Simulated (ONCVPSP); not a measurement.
Which change was made? (N, ONCV)

* Element: nitrogen (N)
* Generator: ONCVPSP 4.0.1
* Type: optimised norm-conserving Vanderbilt (ONCV)
* Functional: PBEsol
* Relativity: scalar-relativistic
* Frozen core: [He]
* Valence charge: 5
* Reference configuration: 2s2 2p2.5 (charge +0.5)
* Partial waves: 2s: rc 1.00 bohr, ncon 3, nbas 7, qcut 5.9 1/bohr, 3 projectors, debl 2.3 Ha; 2p: rc 1.85 bohr, ncon 4, nbas 9, qcut 8.7 1/bohr, 2 projectors, debl 2.2 Ha
* Local potential: polynomial inside 0.75 bohr (lpopt 5, dvloc0 3 Ha)
* Core correction: polynomial model core, fcfact 0.6

Cutoffs, loose and tight: the cutoffs (Ha) at which the residual kinetic energy of the hardest occupied pseudo-wave falls to 1 and 0.1 mHa per electron. They do not see the model core or the augmentation charge, which bear on the density cutoff. Test errors are all-electron minus pseudo excitation energies from the reference, over the configurations 2s2 2p3; 2s2 2p2; 2s2 2p1; 2s1 2p0; variants that change the core or the reference have their own tests.

The base gives: outcome: generated; cutoff, loose: 60 Ha; cutoff, tight: 142 Ha; bound ghosts: none; GHOST(+) flags above zero: s; largest test error (meV): +1401.

Q: After one change the result is: outcome: generated; cutoff, loose: 125 Ha; cutoff, tight: 201 Ha; bound ghosts: s; GHOST(+) flags above zero: none; largest test error (meV): +1401. Which change was it?
A. s: rc 1.3
B. s: rc 0.86
C. s: qcut 3.9

A: C. The others give: s: rc 0.86 → outcome: generated; cutoff, loose: 97 Ha; cutoff, tight: 193 Ha; bound ghosts: s; GHOST(+) flags above zero: s; largest test error (meV): +1404 | s: rc 1.3 → outcome: generated; cutoff, loose: 22 Ha; cutoff, tight: 45 Ha; bound ghosts: none; GHOST(+) flags above zero: none; largest test error (meV): +1336.
